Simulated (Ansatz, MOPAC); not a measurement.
Reaction (SMILES): C[Si](C)(P)P → C[Si](C)([PH])P + H atom (the H-P bond breaks)

Wanted: bond dissociation energy (enthalpy at 298 K), in kcal/mol. Terms: UHF or UKS for open shells; no spin-orbit coupling; dispersion terms only where a functional's name holds one; non-relativistic; LANL2DZ with its own core potentials from Na on; frozen cores in correlated levels. CBS(X,Y): correlation extrapolated as X^-3; Hartree-Fock from the larger set. First-principles rows: single points at B3LYP-D3(BJ) geometries (Ansatz, a first-principles code), with unscaled harmonic terms from B3LYP/6-31G* (Ansatz) at its own minima. Semi-empirical rows: MOPAC heats of formation at their own minima for 298 K.

```csv
species,coefficient,"E at B3LYP/LANL2DZ (Ansatz), Eh","E at wB97M-V/def2-TZVPD (Ansatz), Eh","H(298 K) - E, kcal/mol","heat of formation at PM3 (MOPAC), kcal/mol"
C[Si](C)(P)P,-1,-99.09462,-1054.39517,76.64,-28.35
C[Si](C)([PH])P,+1,-98.47177,-1053.76361,70.53,-3.48
H atom,+1,-0.49891,-0.49411,1.48,52.10
```

Coupled cluster (Ansatz) is a level with limits of its own, used here on species with T1 under 0.025 (0.045 for open shells) and stable references: CCSD(T)/CBS(cc-pV(T+d)Z,cc-pV(Q+d)Z). Value to compare with, CCSD(T)/CBS(cc-pV(T+d)Z,cc-pV(Q+d)Z) (Ansatz): 81.7 kcal/mol. 1 Eh = 627.5095 kcal/mol.

Q: Work the quantity out at each level, and compare with CCSD(T)/CBS(cc-pV(T+d)Z,cc-pV(Q+d)Z) (Ansatz).

A: 
- B3LYP/LANL2DZ: the sum of coefficient times E is 0.12394 Eh, or 77.77 kcal/mol; the thermal terms add -4.63. Result: 73.1 kcal/mol. Its difference against CCSD(T)/CBS(cc-pV(T+d)Z,cc-pV(Q+d)Z) (Ansatz) is -8.6 kcal/mol.
- wB97M-V/def2-TZVPD: the sum of coefficient times E is 0.13745 Eh, or 86.25 kcal/mol; the thermal terms add -4.63. Result: 81.6 kcal/mol. Its difference against CCSD(T)/CBS(cc-pV(T+d)Z,cc-pV(Q+d)Z) (Ansatz) is -0.1 kcal/mol.
- PM3: the sum of coefficient times heat of formation is 76.97 kcal/mol; it needs no thermal term. Its difference against CCSD(T)/CBS(cc-pV(T+d)Z,cc-pV(Q+d)Z) (Ansatz) is -4.7 kcal/mol.
